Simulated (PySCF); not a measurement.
Al(F)(H)(SMe) (CH₄AlFS), SMILES C[S][AlH][F].

Geometry: B3LYP-D3(BJ)/def2-SVP. Other conformers were not sampled.

Computed with PySCF with ωB97X/def2-TZVP.

Symmetry labels are those of the subgroup Cs that the program uses (full group Cs).

### Question
List the valence orbital energies around the gap with their symmetry. (Estimate from the structure and the level; the computed values follow.)

### Answer

```
orbital  symmetry  energy (eV)
-------  --------  -----------
HOMO−7         A'       -15.09
HOMO−6         A"       -14.88
HOMO−5         A'       -14.24
HOMO−4         A"       -14.15
HOMO−3         A'       -13.05
HOMO−2         A'       -12.59
HOMO−1         A'       -10.76
HOMO           A"        -9.76
LUMO           A"         0.99
LUMO+1         A'         1.82
LUMO+2         A'         2.07
LUMO+3         A'         3.42
```
